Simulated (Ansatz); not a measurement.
Steps of a relaxation of FH4O2Si2, SMILES `O[SiH][SiH](O)F` radical with UKS PBE-D4/def2-SVP.

```sh
$ ansatz run in.yaml --threads 2 --pin off --events-out ev --progress --plain --max-ram 32768MiB --backend cpu
```

```yaml
crystal:
  periodic: [false, false, false]
  atoms:
    - {symbol: O, position_ang: [-1.461400, 1.528900, -0.288400]}
    - {symbol: Si, position_ang: [0.050800, 1.406400, 0.250100]}
    - {symbol: Si, position_ang: [0.701100, -0.825700, 0.283400]}
    - {symbol: O, position_ang: [-0.231100, -1.718800, 1.223200]}
    - {symbol: F, position_ang: [0.659900, -1.444600, -1.201700]}
    - {symbol: H, position_ang: [-1.617800, 1.726600, -1.258000]}
    - {symbol: H, position_ang: [0.946800, 2.204900, -0.655000]}
    - {symbol: H, position_ang: [2.153500, -0.938300, 0.816000]}
    - {symbol: H, position_ang: [-1.113200, -1.985600, 0.813300]}
basis:
  gaussian: {orbitals: def2-SVP}
magnetization: {spin_polarized: true, initial_magnetization: 1}
hamiltonian: {xc: pbe, dispersion: d4}
relax: {f_tol: 0.03, max_steps: 200}
```

Positions (Å) and forces (eV/Å) along the path, 13 of 13 steps:

```xyz
9
step=1 energy=-22607.9358 eV
O    -1.461    1.529   -0.288   -2.904    0.348   -2.154
Si    0.051    1.406    0.250    2.222   -0.017    0.779
Si    0.701   -0.826    0.283    2.571    1.659    0.115
O    -0.231   -1.719    1.223   -2.951   -2.001    0.844
F     0.660   -1.445   -1.202   -0.031   -0.482   -1.350
H    -1.618    1.727   -1.258    0.167   -0.126    1.305
H     0.947    2.205   -0.655    0.308    0.204   -0.111
H     2.154   -0.938    0.816   -0.661   -0.003   -0.211
H    -1.113   -1.986    0.813    1.280    0.416    0.783
9
step=2 energy=-22608.1806 eV
O    -1.517    1.488   -0.341   -1.680    0.539   -1.844
Si    0.040    1.380    0.178    1.436    0.093    0.681
Si    0.757   -0.865    0.320    0.913    1.091   -0.233
O    -0.220   -1.788    1.240   -1.297   -0.923    0.497
F     0.710   -1.431   -1.205    0.078   -0.380   -0.739
H    -1.690    1.903   -1.241    0.268   -0.544    1.349
H     0.954    2.239   -0.680    0.015   -0.059   -0.046
H     2.166   -1.006    0.855   -0.245    0.023   -0.004
H    -1.112   -1.968    0.858    0.512    0.159    0.340
9
step=3 energy=-22608.2728 eV
O    -1.529    1.386   -0.389   -0.686    1.081   -1.697
Si    0.050    1.397    0.196    0.413   -0.131    0.142
Si    0.764   -0.861    0.281    0.153    0.238   -0.168
O    -0.231   -1.778    1.243   -0.296   -0.262    0.111
F     0.769   -1.514   -1.233    0.020    0.041   -0.043
H    -1.709    1.987   -1.192    0.327   -1.045    1.533
H     0.964    2.256   -0.668   -0.068   -0.006   -0.037
H     2.141   -0.987    0.851    0.050   -0.009    0.060
H    -1.129   -1.932    0.893    0.086    0.093    0.099
9
step=4 energy=-22608.3448 eV
O    -1.519    1.310   -0.378   -0.121    0.306   -0.440
Si    0.084    1.383    0.183    0.033    0.056   -0.053
Si    0.796   -0.859    0.283    0.027   -0.086   -0.075
O    -0.269   -1.765    1.196   -0.102   -0.073   -0.018
F     0.849   -1.487   -1.241    0.043    0.057    0.032
H    -1.757    1.952   -1.086    0.138   -0.306    0.446
H     0.942    2.244   -0.740   -0.073   -0.034    0.012
H     2.149   -1.030    0.907   -0.044    0.000    0.026
H    -1.185   -1.794    0.859    0.100    0.080    0.072
9
step=5 energy=-22608.3648 eV
O    -1.505    1.227   -0.348    0.224   -0.101    0.093
Si    0.121    1.371    0.164   -0.150    0.126   -0.132
Si    0.834   -0.866    0.283   -0.139   -0.236   -0.022
O    -0.311   -1.751    1.135   -0.554    0.173   -0.316
F     0.947   -1.460   -1.254    0.064    0.044    0.126
H    -1.808    1.906   -0.975   -0.023    0.082   -0.004
H     0.905    2.235   -0.821   -0.062   -0.063    0.051
H     2.149   -1.088    0.974   -0.098    0.002   -0.031
H    -1.244   -1.620    0.825    0.738   -0.028    0.236
9
step=6 energy=-22608.3663 eV
O    -1.496    1.170   -0.305   -0.062    0.015   -0.055
Si    0.143    1.365    0.093    0.154   -0.178    0.197
Si    0.825   -0.888    0.270    0.660    0.106    0.157
O    -0.344   -1.756    1.082   -0.189    0.092   -0.226
F     1.106   -1.471   -1.244   -0.083   -0.058    0.016
H    -1.863    1.933   -0.784   -0.188    0.058   -0.044
H     0.867    2.190   -0.953   -0.001    0.015   -0.080
H     2.065   -1.115    1.075    0.086    0.057   -0.072
H    -1.214   -1.475    0.750   -0.376   -0.108    0.108
9
step=7 energy=-22608.4003 eV
O    -1.492    1.127   -0.224   -0.128    0.339   -0.310
Si    0.163    1.360    0.125    0.147   -0.006    0.002
Si    0.880   -0.882    0.283   -0.134   -0.074    0.097
O    -0.398   -1.682    1.025    0.021    0.172   -0.263
F     1.136   -1.452   -1.243    0.019   -0.024    0.100
H    -1.881    1.836   -0.786    0.116   -0.372    0.309
H     0.829    2.161   -0.985   -0.057    0.015    0.006
H     2.107   -1.177    1.091   -0.037    0.020   -0.045
H    -1.254   -1.337    0.697    0.054   -0.069    0.104
9
step=8 energy=-22608.4156 eV
O    -1.440    1.024   -0.187   -0.359    0.626   -0.348
Si    0.217    1.356    0.089    0.099    0.062   -0.104
Si    0.908   -0.889    0.277   -0.308   -0.194    0.163
O    -0.465   -1.605    0.953   -0.040    0.396   -0.443
F     1.230   -1.505   -1.218    0.008    0.008    0.124
H    -1.934    1.764   -0.625    0.330   -0.629    0.364
H     0.772    2.194   -1.063   -0.054   -0.085    0.100
H     2.086   -1.212    1.153   -0.131    0.010   -0.076
H    -1.287   -1.174    0.604    0.455   -0.194    0.219
9
step=9 energy=-22608.4358 eV
O    -1.434    1.011   -0.154   -0.112    0.307   -0.140
Si    0.228    1.362    0.074    0.076   -0.001   -0.071
Si    0.914   -0.884    0.273   -0.189   -0.219    0.111
O    -0.477   -1.585    0.907    0.011    0.240   -0.271
F     1.279   -1.511   -1.208    0.001    0.049    0.112
H    -1.952    1.740   -0.558    0.105   -0.283    0.145
H     0.756    2.166   -1.109   -0.046   -0.027    0.052
H     2.052   -1.230    1.185   -0.045    0.039   -0.062
H    -1.277   -1.116    0.573    0.199   -0.106    0.124
9
step=10 energy=-22608.4462 eV
O    -1.417    1.008   -0.082    0.238   -0.081    0.051
Si    0.264    1.354    0.039   -0.109    0.050    0.061
Si    0.916   -0.898    0.280   -0.099   -0.080   -0.132
O    -0.509   -1.578    0.831    0.077    0.087   -0.057
F     1.347   -1.509   -1.190    0.012    0.003    0.122
H    -1.959    1.701   -0.491   -0.146    0.113   -0.062
H     0.707    2.157   -1.175   -0.005   -0.072    0.010
H     2.018   -1.241    1.230   -0.007   -0.005   -0.015
H    -1.278   -1.040    0.542    0.038   -0.015    0.021
9
step=11 energy=-22608.4498 eV
O    -1.414    1.015   -0.035    0.184   -0.020    0.035
Si    0.270    1.363    0.045   -0.096   -0.023   -0.087
Si    0.916   -0.895    0.272    0.039   -0.049   -0.070
O    -0.522   -1.568    0.782   -0.018    0.006   -0.032
F     1.402   -1.518   -1.175   -0.033    0.054    0.112
H    -1.977    1.702   -0.431   -0.090    0.072   -0.039
H     0.695    2.088   -1.225   -0.021    0.006    0.042
H     1.995   -1.226    1.252    0.002   -0.031    0.005
H    -1.278   -1.008    0.497    0.033   -0.015    0.035
9
step=12 energy=-22608.4514 eV
O    -1.415    1.016   -0.045    0.082    0.018    0.006
Si    0.267    1.359    0.037   -0.050    0.011   -0.044
Si    0.920   -0.897    0.275    0.035   -0.050   -0.086
O    -0.519   -1.571    0.780   -0.034    0.012   -0.012
F     1.408   -1.515   -1.172   -0.024    0.037    0.085
H    -1.981    1.709   -0.430   -0.020   -0.007    0.004
H     0.688    2.097   -1.226   -0.001   -0.009    0.030
H     1.995   -1.244    1.254    0.002    0.007    0.002
H    -1.273   -1.001    0.509    0.010   -0.021    0.015
9
step=13 energy=-22608.4518 eV
O    -1.414    1.018   -0.042    0.025    0.007   -0.008
Si    0.266    1.359    0.033    0.015    0.006   -0.019
Si    0.920   -0.899    0.273   -0.007    0.021    0.024
O    -0.520   -1.572    0.776   -0.015    0.000   -0.011
F     1.410   -1.515   -1.171    0.013   -0.012   -0.002
H    -1.985    1.709   -0.423   -0.016   -0.003    0.004
H     0.692    2.095   -1.228   -0.011   -0.005    0.018
H     1.992   -1.239    1.258   -0.002   -0.001   -0.017
H    -1.273   -1.001    0.507   -0.001   -0.012    0.011
```

Run time 29 s (2 threads of an AMD EPYC 7R13 on a shared host); peak host memory 0.17 GiB.
